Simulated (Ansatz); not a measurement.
`C[O][W](=[S])(=[S])[Cl]`, relaxed with RKS PBE0-D4/def2-TZVP in Ansatz from a GFN2-xTB geometry. The force threshold is 0.005 eV/Å; the program also tests the step.

Charge 0, multiplicity 1. W takes the def2 core potential.

Start:

```xyz
9

C     0.764    1.048   -1.094
O     0.145   -0.019   -0.453
W    -0.656   -0.996    0.828
S    -2.406    0.093    1.546
S     0.666   -1.088    2.561
Cl   -1.295   -3.035    0.386
H     1.132    0.736   -2.079
H     1.609    1.394   -0.480
H     0.040    1.867   -1.216
```

Problem. By how much does the energy fall, and how many steps does the optimiser take? (An estimate is asked.)

Solution. The calculation gave: 6.26 kcal/mol, in 10 steps, 1 of them rejected.

Problem. Which bonds change most? (Estimate.)

Solution. The calculation gave: W3–Cl6 from 2.182 to 2.258 Å; W3–S4 from 2.182 to 2.122 Å; W3–S5 from 2.181 to 2.122 Å; O2–W3 from 1.799 to 1.829 Å.

Problem. Give the relaxed structure. (An estimate is asked.)

Solution. Computed: 
```xyz
9

C     0.743    1.016   -1.049
O     0.157   -0.164   -0.563
W    -0.656   -0.964    0.866
S    -2.352    0.193    1.401
S     0.698   -0.947    2.500
Cl   -1.271   -3.082    0.379
H     1.051    0.846   -2.082
H     1.615    1.270   -0.441
H     0.015    1.831   -1.010
```
